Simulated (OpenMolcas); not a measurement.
## What dynamic correlation does to the levels of Kr6+

* Program: OpenMolcas 26.06
* Basis: ANO-RCC-VQZP [7s6p4d2f1g]
* Scalar Hamiltonian: DKH2, point nucleus
* Active space: 2 electrons in 9 orbitals (RAS2 4s 4p; RAS3 4d, at most 2 electrons)
* State averaging: 2S+1 = 3 even, 3 roots; 2S+1 = 1 even, 7 roots; 2S+1 = 3 odd, 3 roots; 2S+1 = 1 odd, 3 roots
* Spin-orbit coupling: state interaction with AMFI integrals over the reference wave functions, term energies averaged over their components

Methods on the same reference wave functions:
A. RASSCF
B. SS-RASPT2, IPEA 0.25 Eh, imaginary shift 0.1 Eh (closed shells correlated: 3d)
C. MS-RASPT2, IPEA 0.25 Eh, imaginary shift 0.1 Eh (closed shells correlated: 3d)

Energies in cm-1 above 4s2 1S0, the measured ground level; measured values from Saloman, J. Phys. Chem. Ref. Data 36, 215 (2007).

```json
{"Level": "4s2 1S0", "A": "0.0", "B": "0.0", "C": "0.0", "Measured": "0.0"}
{"Level": "4s 4p 3P* 0", "A": "113953", "B": "115532", "C": "115566", "Measured": "117390"}
{"Level": "4s 4p 3P* 1", "A": "116424", "B": "117989", "C": "118024", "Measured": "120095"}
{"Level": "4s 4p 3P* 2", "A": "122091", "B": "123670", "C": "123704", "Measured": "126553"}
{"Level": "4s 4p 1P* 1", "A": "173307", "B": "171872", "C": "171906", "Measured": "170835"}
{"Level": "4p2 3P0", "A": "273396", "B": "274312", "C": "274343", "Measured": "274932"}
{"Level": "4p2 1D2 [73 %]", "A": "276124", "B": "277787", "C": "277822", "Measured": "279715"}
{"Level": "4p2 3P1", "A": "277128", "B": "278122", "C": "278157", "Measured": "279414"}
{"Level": "4p2 3P2 [73 %]", "A": "284338", "B": "285556", "C": "285591", "Measured": "288190"}
```

Deviations, from unrounded energies. A percentage is the sum of absolute deviations over the sum of measured energies, with the sign that they share, or ± where signs differ.

| Against measurement | Levels | A | B | C |
| --- | --- | --- | --- | --- |
| mean absolute deviation (cm-1) | 8 | 3200 | 1800 | 1800 |
| other configurations (%) | 8 | ±1.5 | ±0.9 | ±0.9 |

B, C lie about equally close to measurement and A furthest from it. The largest miss of C in the table is 4s 4p 3P* 2, by -2800 cm-1. The ranking rests on the paired levels alone, and a cruder setting can come out closer through cancelling errors.

Between B and C the level of the table that moves most is 4p2 1D2 [73 %], by 34 cm-1 (lowest in B, highest in C).

The lowest spin-free term lies below A's lowest term by 0.081 hartree in B, 0.082 hartree in C.

Active for correlation alone: 4d; no level in the range computed is led by a configuration that fills it, so any true level of that kind is missing. Some terms mix strongly with configurations of 4d, whose occupation reaches 0.16 (4p2 1D). Measured partners are found by configuration, term and J. A level has none where our copy of the source lacks it or the pairing is in doubt (some pairs that miss far off the trend of their configuration count as doubtful), and it then counts in no deviation. Only configurations of the active space appear. Levels that lie high or do not pair safely by name in every column are left out.

A share in square brackets marks a mixed level and gives the weight of the term that names it, the lowest over the columns. * marks odd parity.
